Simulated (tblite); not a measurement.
Species: C₅H₁₀GeN₂O.
Numbering: `[CH:1]#[C:2][Ge@@H:3]([NH2:4])[O:5][CH2:6]/[CH:7]=[N:8]\[CH3:9]` (hydrogens: H10 on C1; H11 on Ge3; H12, H13 on N4; H14, H15 on C6; H16 on C7; H17, H18, H19 on C9)

Computed with GFN2-xTB (tblite), gas phase: L-BFGS steps from a force-field or distance-geometry start until the largest atomic force falls under 0.01 eV/Å.

Step 99: E = -749.5824 eV
```
atom  x, y, z in Å  |  force x, y, z in eV/Å
C1      2.1369    2.0880    0.5803    0.004   0.013  -0.003
C2      2.1795    1.0374   -0.0027   -0.004  -0.017   0.009
Ge3     2.0178   -0.6318   -0.9203   -0.028  -0.062  -0.016
N4      2.9662   -1.9439   -0.1321   -0.022  -0.037  -0.012
O5      0.3731   -1.2221   -0.6805    0.002   0.011  -0.019
C6     -0.7834   -0.4216   -0.6542    0.005   0.008  -0.043
C7     -1.6138   -0.7148    0.5647    0.023   0.037  -0.029
N8     -2.5604   -0.0370    1.0343    0.000  -0.046   0.013
C9     -2.9957    1.1867    0.4213   -0.006  -0.027   0.011
H10     2.1352    3.0086    1.0914    0.019   0.021   0.014
H11     2.2657   -0.3855   -2.4065   -0.014   0.012   0.030
H12     2.5706   -2.8665   -0.2593    0.030   0.048   0.039
H13     3.9639   -1.9828   -0.2793   -0.027   0.007  -0.019
H14    -1.3936   -0.6395   -1.5451    0.014   0.012  -0.008
H15    -0.5357    0.6489   -0.6793   -0.005  -0.011   0.012
H16    -1.3526   -1.6311    1.0821    0.003   0.025   0.034
H17    -3.6493    1.6940    1.1294   -0.006   0.007   0.017
H18    -2.1691    1.8495    0.1487    0.024   0.008   0.000
H19    -3.5652    0.9727   -0.4849   -0.011  -0.011  -0.030
```

Step 100: E = -749.5832 eV
```
atom  x, y, z in Å  |  force x, y, z in eV/Å
C1      2.1316    2.0894    0.5778    0.008  -0.010   0.007
C2      2.1794    1.0371   -0.0020   -0.005   0.007   0.015
Ge3     2.0212   -0.6311   -0.9216   -0.034  -0.071  -0.026
N4      2.9638   -1.9468   -0.1314   -0.040  -0.029  -0.014
O5      0.3753   -1.2202   -0.6883   -0.014   0.009  -0.019
C6     -0.7790   -0.4170   -0.6540    0.007   0.023  -0.040
C7     -1.6053   -0.7113    0.5671    0.010   0.044  -0.011
N8     -2.5532   -0.0351    1.0370   -0.012  -0.058   0.007
C9     -2.9982    1.1834    0.4203    0.004  -0.031   0.001
H10     2.1270    3.0065    1.0955    0.017   0.022   0.001
H11     2.2708   -0.3849   -2.4077   -0.006   0.014   0.035
H12     2.5568   -2.8656   -0.2491    0.031   0.049   0.037
H13     3.9587   -1.9969   -0.2902    0.000   0.002  -0.018
H14    -1.3940   -0.6270   -1.5435    0.025   0.008  -0.006
H15    -0.5269    0.6530   -0.6736   -0.014  -0.018   0.009
H16    -1.3397   -1.6249    1.0880    0.004   0.040   0.024
H17    -3.6558    1.6889    1.1268    0.021   0.003   0.007
H18    -2.1751    1.8486    0.1418    0.010   0.016   0.016
H19    -3.5671    0.9632   -0.4852   -0.011  -0.020  -0.024
```

Step 101: E = -749.5840 eV
```
atom  x, y, z in Å  |  force x, y, z in eV/Å
C1      2.1302    2.0919    0.5762    0.010   0.008   0.042
C2      2.1801    1.0389   -0.0017   -0.006  -0.030  -0.012
Ge3     2.0236   -0.6289   -0.9239   -0.031  -0.055  -0.026
N4      2.9589   -1.9470   -0.1301   -0.017  -0.019  -0.017
O5      0.3776   -1.2170   -0.6975   -0.024  -0.006  -0.016
C6     -0.7755   -0.4134   -0.6559    0.002   0.029  -0.015
C7     -1.5960   -0.7079    0.5689   -0.002   0.031   0.008
N8     -2.5450   -0.0344    1.0408   -0.034  -0.048  -0.007
C9     -3.0001    1.1783    0.4196    0.011  -0.023  -0.011
H10     2.1258    3.0043    1.1019    0.015   0.031  -0.009
H11     2.2748   -0.3811   -2.4089    0.003   0.012   0.031
H12     2.5375   -2.8608   -0.2334    0.028   0.037   0.033
H13     3.9510   -2.0129   -0.3014   -0.007   0.001  -0.014
H14    -1.3949   -0.6188   -1.5426    0.019   0.001  -0.021
H15    -0.5216    0.6559   -0.6717   -0.015  -0.001   0.002
H16    -1.3265   -1.6184    1.0937    0.017   0.046   0.013
H17    -3.6621    1.6823    1.1239    0.045  -0.004  -0.006
H18    -2.1804    1.8464    0.1359   -0.005   0.021   0.033
H19    -3.5671    0.9519   -0.4860   -0.008  -0.029  -0.010
```

Task: Estimate the geometry and energy of step 102. (The exact step hangs on the optimiser's Hessian estimate; all steps are aligned on step 101, rigid shifts and turns removed.)

Result: E = -749.5848 eV, largest force 0.058 eV/Å
```
atom  x, y, z in Å  |  force x, y, z in eV/Å
C1      2.1263    2.0919    0.5742    0.013  -0.019   0.049
C2      2.1795    1.0379   -0.0021   -0.011  -0.008  -0.006
Ge3     2.0248   -0.6298   -0.9277   -0.020  -0.014  -0.013
N4      2.9552   -1.9485   -0.1305   -0.009   0.013  -0.011
O5      0.3784   -1.2149   -0.7071   -0.044  -0.011  -0.013
C6     -0.7720   -0.4079   -0.6573   -0.003   0.020   0.007
C7     -1.5869   -0.7031    0.5710   -0.013   0.010   0.026
N8     -2.5382   -0.0342    1.0448   -0.041  -0.025  -0.032
C9     -3.0019    1.1730    0.4188    0.014  -0.010  -0.025
H10     2.1201    3.0009    1.1070    0.014   0.017  -0.030
H11     2.2785   -0.3777   -2.4105    0.011   0.007   0.021
H12     2.5235   -2.8576   -0.2201    0.010  -0.006   0.028
H13     3.9449   -2.0264   -0.3077    0.009   0.001  -0.016
H14    -1.3955   -0.6070   -1.5424    0.018   0.003  -0.021
H15    -0.5146    0.6604   -0.6673   -0.012   0.008  -0.009
H16    -1.3120   -1.6098    1.0999    0.029   0.044   0.003
H17    -3.6665    1.6774    1.1209    0.054  -0.012  -0.010
H18    -2.1854    1.8440    0.1305   -0.019   0.016   0.043
H19    -3.5681    0.9407   -0.4866   -0.001  -0.033   0.008
```

The energy changes by -0.0008 eV. The first-order estimate −F·Δx gives -0.0011 eV and the mean of the old and new forces, exact on a quadratic surface, -0.0008 eV. The step makes an angle of 82° with the force vector and moves no atom by more than 0.020 Å.

What follows is the cost of the whole relaxation. On Arm Neoverse N1, one thread, shared host with 64 logical CPUs at a one-minute load of 61, this took 4.2 s.
